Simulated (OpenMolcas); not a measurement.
## d3 ions of charge +3 down a group with 6 fluoride ligands in octahedral coordination

| Property | Result |
| --- | --- |
| Program | OpenMolcas |
| Method | CASSCF |
| Spin-orbit coupling | RASSI with atomic mean-field integrals over the reference wave functions |

The d shell is active. Anionic complexes are neutralised by point charges behind the ligands. Distances were set from a Shannon-type radius of the metal (high-spin where two are listed) plus a fixed donor radius (F 1.31 Å). Ligand basis ANO-RCC-VTZP, DKH2 Hamiltonian. States (labels of O, the rotations of Oh). Energies in cm-1 above the lowest state or level, χT in cm3 K/mol; 10Dq and B are least-squares fits to the states below 45000 cm-1, weighted by degeneracy, with a free offset, and given where the rms deviation is under 5 % of |10Dq| (or 100 cm-1) and under 700 cm-1. Spin-only χT is S(S+1) / 2 for the spin of the ground state.

| Ion | Shell | R (Å) | Metal basis | Outer charge (e at Å behind ligand) | Ground state | First state of that spin | 10Dq | B (rms of fit) | First gap with spin-orbit (degeneracies) | χT at 300 K | First state of another spin | Spin-only χT |
| --- | --- | --- | --- | --- | --- | --- | --- | --- | --- | --- | --- | --- |
| Cr3+ | 3d3 | 1.93 | ANO-RCC-VTZP | 0.5 at 2.4 | 4A2 | 4T2 13193 | 13056 | 1086 (72) | 13088 (4, 2) | 1.827 | 2E 19658 | 1.875 |
| Mo3+ | 4d3 | 2 | ANO-RCC-VTZP | 0.5 at 2.4 | 4A2 | 4T2 25015 | 24345 | 672 (308) | 14694 (4, 4) | 1.775 | 2E 14762 | 1.875 |

|10Dq| changes by a factor of 24345 / 13056 = 1.86 from Cr3+ to Mo3+.

B goes from 1086 cm-1 (Cr3+) to 672 cm-1 (Mo3+).

χT departs most from the spin-only value for Mo3+, by -0.100 cm3 K/mol.

Without dynamic correlation the repulsion within the d shell is too large (B by tens of per cent), so at a given field states of lower spin stand too high. Ligand-to-metal charge-transfer states are missing. With no ligand orbital active B as a rule stays too high, so bands that hang on it stand too high and its fall with covalency is understated. With metal d orbitals alone and no dynamic correlation the field as a rule comes out too small, by tens of per cent, by up to half for chloride and softer ligands (holds for Cr3+). The least metal-like active orbital is 74 % on the metal (Löwdin) and no ligand orbital is active, so the numbers are rough (holds for Mo3+). With metal d orbitals alone the field can be off either way by tens of per cent (holds for Mo3+). No measured value stands beside these numbers; the geometry was imposed, not optimised, and the real ion may take another.
